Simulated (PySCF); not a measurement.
C2HBN2O3, SMILES O=C=NB(O)N=C=O.

Geometry optimised at r2SCAN-D4/def2-SVP. Other conformers were not sampled.

The numbers are results of TDA-PBE/def2-SVPD run with PySCF 2.14.0, not measurements.

Vertical excitations.  State labels are in the subgroup Cs.

Computed UV-visible absorptions:
```csv
state,symmetry,energy (eV),λ (nm),f,main pairs
S1,A",5.55,223,0.000,HOMO→LUMO 100 %
S2,A",6.12,203,0.000,HOMO−3→LUMO 100 %
S3,A',6.22,199,0.194,"HOMO−1→LUMO 76 %, HOMO→LUMO+1 13 %"
S4,A',6.56,189,0.049,"HOMO→LUMO+1 46 %, HOMO−2→LUMO 39 %"
S5,A",6.64,187,0.000,HOMO−1→LUMO+1 100 %
S6,A',6.70,185,0.062,"HOMO−2→LUMO 40 %, HOMO→LUMO+1 32 %, HOMO−3→LUMO+1 16 %"
S7,A",6.98,178,0.000,HOMO−2→LUMO+1 99 %
S8,A",7.17,173,0.001,HOMO−1→LUMO+2 99 %
S9,A',7.18,173,0.058,"HOMO−3→LUMO+1 50 %, HOMO→LUMO+2 25 %, HOMO→LUMO+3 15 %"
S10,A',7.45,166,0.127,"HOMO→LUMO+2 29 %, HOMO→LUMO+3 28 %, HOMO−3→LUMO+2 18 %, HOMO−3→LUMO+1 7 %"
T1,A',5.38,230,0,HOMO−1→LUMO 99 %
T2,A",5.41,229,0,HOMO→LUMO 99 %
T3,A',5.65,219,0,HOMO−2→LUMO 98 %
T4,A",5.98,207,0,HOMO−3→LUMO 98 %
```
Triplets are in the Tamm–Dancoff approximation.
